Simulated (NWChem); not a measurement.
Species: C₂H₃ClO₂Si; SMILES O[Si@]1(Cl)C=CO1

```xyz
9

O     -1.8667     0.4182    -0.0009
Si    -0.2807    -0.0047    -0.0605
Cl     0.7390     1.7717     0.0107
C      0.3803    -1.3898    -1.0698
C      0.6489    -1.9412     0.1302
O      0.2253    -1.1071     1.1698
H     -2.4990    -0.3164     0.0040
H      0.5957    -1.7602    -2.0600
H      1.1211    -2.8728     0.4344
```
Atoms are numbered in this order, from 1.

All runs: NWChem. Pople sets run with spherical d functions. Structure relaxed at the B3LYP/6-31G* (spherical d) level. Atomic charges in e: unrestrained fits to the electrostatic potential beside Mulliken populations; buried atoms are poorly determined by the fit.

For level Hartree-Fock/6-31G*:

| Property | Result |
|---|---|
| ESP O1 | -0.77 |
| Mulliken O1 | -0.85 |
| ESP Si2 | 1.28 |
| Mulliken Si2 | 1.32 |
| Mulliken Cl3 | -0.33 |
| ESP C4 | -0.82 |
| Mulliken C4 | -0.56 |

Question: Estimate the same quantities for level B3LYP/def2-SVP.

Answer: The ESP O1 is -0.65, the Mulliken O1 is -0.35 and the ESP Si2 is 1.00. The Mulliken Si2 is 0.78. The Mulliken Cl3 comes out as -0.22. The ESP C4 is -0.68 and the Mulliken C4 is -0.27.
